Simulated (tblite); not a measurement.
Species: 1-methylallyl acetate, C₆H₁₀O₂.
SMILES with atom numbers: `[CH2:1]=[CH:2][C@@H:3]([CH3:4])[O:5][C:6]([CH3:7])=[O:8]` (hydrogens: H9, H10 on C1; H11 on C2; H12 on C3; H13, H14, H15 on C4; H16, H17, H18 on C7)

Computed with GFN2-xTB (tblite), gas phase: nudged elastic band of 9 images (0 to 8), spring 0.2 eV/Å², climbing image at the end, force threshold 0.05 eV/Å. The top image wasn't refined or checked by frequencies; at this threshold it can lie a kcal/mol or more above the true saddle point of the method.

The band describes a rotation about C3–O5 (sp3 carbon bound to oxygen, ester single-bonded oxygen), followed by the dihedral C4–C3–O5–C6, from the optimised start (-89°) to a second optimised geometry at 63°.

**Question.** Give the energy profile along the converged band.

**Answer.** 
```
image  dihedral (°)  E (kcal/mol)  C3–O5 (Å)  C4···C6 (Å)  largest true force (eV/Å)
    0           -89          0.00      1.439         3.16                       0.01
    1           -74          0.18      1.440         3.04                       0.03
    2           -63          0.91      1.440         2.98                       0.09
    3           -46          2.61      1.440         2.95                       0.12
    4           -21          4.42      1.441         2.93                       0.07
    5             6          4.62      1.441         2.92                       0.05
    6            35          2.88      1.440         2.94                       0.10
    7            55          1.17      1.441         2.97                       0.06
    8            63          0.81      1.444         3.01                       0.01
```

Barriers of this band. The top is image 5 at 6°: 4.62 kcal/mol forward and 3.81 kcal/mol back; the end lies 0.81 kcal/mol above the start. The central bond is 0.002 Å longer at the top than at the start.

**Question.** What rate follows at 250 K for crossing this barrier forward?

**Answer.** Taking the electronic barrier for the free energy of activation (no zero-point or entropy terms, transmission 1), rate = (kT/h)·exp(−ΔE/kT) ≈ 5 × 10^8 s⁻¹, whose inverse is 2 × 10^-9 s. An error of 1 kcal/mol in the barrier changes this by a factor of 7, and the method and the loose band can each miss by that much or more.

**Question.** How would the two end points share their population at 250 K, from these energies alone?

**Answer.** exp(−ΔE/kT) with ΔE = 0.035 eV gives 0.2 for the higher one (end) against 1 for the lower, without vibrational, rotational or degeneracy terms. GFN2-xTB can put conformers this close in the wrong order.

**Question.** How long is the path, and how are the images spaced?

**Answer.** Cartesian distances between aligned neighbours (all atoms, Å): 0.75, 0.80, 0.86, 0.87, 0.82, 0.95, 0.87, 0.65; the sum is 6.56 Å, and the top lies 62 % of the way along.

What follows is the cost of the whole band run. On an Arm Neoverse V1 with one thread, no GPU, shared host with 32 logical CPUs at a one-minute load of 31, this took 5.3 s wall and 0.19 GiB of memory at its peak.
